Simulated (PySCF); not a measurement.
**Electronic structure of Rh³⁺ (rhodium, charge +3) at the UHF level**

Configuration: [Kr] 4d6, high-spin 5D determinant. All numbers are calculated (PySCF 2.14, a scalar-relativistic core potential, in def2-TZVP with the def2 core potential (28 electrons)).

- Total energy: -107.835872 hartree
- One-electron energy: -172.8564 hartree
- Hartree (Coulomb) energy: 74.8575 hartree
- Exchange energy: -9.8370 hartree
- ⟨S²⟩: 6.0021
- ⟨L²⟩: 6.020
- Sum of ⟨r⟩: 16.73 bohr
- Sum of ⟨r²⟩: 23.02 bohr²
- Traceless quadrupole moment −½Σ⟨3z² − r²⟩ along its main axis: 0.615 e·bohr²
- Time after the integrals: 0.12 s of wall time on 1 thread of Neoverse-V1 (shared host)

```csv
shell,electrons,mean orbital energy (eV),spread (eV),"rms radius, mean of both spins (bohr)"
4s α,1,-142.71,0,1.05
4s β,1,-134.52,0,1.05
4p α,3,-105.18,1.835,1.15
4p β,3,-94.996,1.299,1.15
4d α,5,-48.644,2.098,1.47
4d β,1,-44.097,0,1.47
```

Energies and moments cover only the electrons outside the core potential.
